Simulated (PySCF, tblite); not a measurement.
Isomers of C5H6N3P, one GFN2-xTB conformer each. Single-point energies are computed at PBE0/pcSseg-1 (PySCF, gas phase, no added dispersion term), electronic only.

Question: Rank them by PBE0/pcSseg-1 energy, lowest first (kcal/mol).
A. `[CH3:1][CH2:2][n:3]1[n:4][cH:5][p:6][c:7]1[C:8]#[N:9]` with C1–C2–N3–N4 -99°
B. `[CH3:1][CH2:2][n:3]1[cH:4][p:5][c:6]([C:7]#[N:8])[n:9]1` with C1–C2–N3–C4 -88°

Answer: B (0.0), A (0.1).

Neighbours under 2.5 kcal/mol apart (CCn1cpc(C#N)n1 and CCn1ncpc1C#N) can change places with a better method, another conformer or zero-point energy. GFN2-xTB itself gives, in the same order: 1.9, 0.0. GFN2-xTB puts CCn1ncpc1C#N lowest instead.

Which frontier levels, dipoles and rotational constants go with these structures?

```
        SMILES  HOMO (eV, PBE0/pcSseg-1)  LUMO (eV)  dipole (D)       A, B, C (MHz)
CCn1cpc(C#N)n1                     -7.54      -1.43        7.21  2671, 961.1, 754.0
  CCn1ncpc1C#N                     -7.58      -2.04        3.11   1941, 1430, 885.6
```

What happens when harmonic zero-point energies from GFN2-xTB frequencies are added?

```tsv
SMILES	ZPE (kcal/mol)	electronic (kcal/mol)	with ZPE (kcal/mol)
CCn1cpc(C#N)n1	67.7	0.0	0.0
CCn1ncpc1C#N	67.8	0.1	0.1
```

The zero-point energies span 0.1 kcal/mol. The order is unchanged.

As an exercise, what shares would exp(−E/RT) give at 298.15 K from these electronic energies alone (no entropy, no degeneracies)?

RT = 0.592 kcal/mol: CCn1cpc(C#N)n1 52.6 %, CCn1ncpc1C#N 47.4 %.
